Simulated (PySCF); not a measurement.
Geometries of 3 isomers of C4H7B, from PySCF 2.14.0, PBE0-D3(BJ)/def2-SVP geometry optimisation, gas phase. One conformer each, no zero-point energy, no frequencies.

Problem. Which isomer lies lowest at this level?
A.
```xyz
12
angstrom
B     -1.002    1.120    0.690
C     -0.836   -0.239    0.001
C      0.258   -1.211    0.488
C      0.538   -0.289   -0.586
C      1.362    0.222   -1.486
H     -1.903    1.869    0.390
H     -0.177    1.474    1.501
H     -1.632   -0.664   -0.621
H      0.116   -2.266    0.230
H      0.691   -1.035    1.479
H      1.045    1.022   -2.159
H      2.384   -0.155   -1.586
```
B.
```xyz
12
angstrom
C      2.148   -0.152   -0.267
B      0.858    0.308   -1.025
C     -0.536    0.186   -0.451
C     -1.667    0.078    0.003
C     -3.005   -0.058    0.543
H      2.779   -0.775   -0.923
H      2.757    0.750   -0.065
H      1.973   -0.674    0.683
H      0.974    0.804   -2.128
H     -3.299   -1.119    0.565
H     -3.749    0.489   -0.058
H     -3.052    0.316    1.578
```
C.
```xyz
12
angstrom
B      0.047    0.054    0.003
C      1.615    0.019   -0.037
H      1.938   -0.061    1.020
H      2.067    0.941   -0.432
H      2.033   -0.859   -0.550
C     -0.749    1.407    0.022
H     -0.986    1.632   -1.037
H     -0.159    2.258    0.397
H     -1.714    1.355    0.546
C     -0.730   -1.268    0.026
C     -1.350   -2.318    0.040
H     -1.897   -3.243    0.054
```

Solution. C. That is `C#CB(C)C` (BMe2(CCH)), 3.4 kcal/mol below the next.

```
       SMILES                atoms numbered as above      E (Eh)  relative (kcal/mol)  relative (kJ/mol)  dipole (D)
     C#CB(C)C                                      –  -181.08099                  0.0                0.0        0.01
       CBC#CC        [CH3:1][BH:2][C:3]#[C:4][CH3:5]  -181.07550                  3.4               14.4        1.62
B[C@@H]1CC1=C  [BH2:1][C@@H:2]1[CH2:3][C:4]1=[CH2:5]  -181.04451                 22.9               95.8        1.16
```
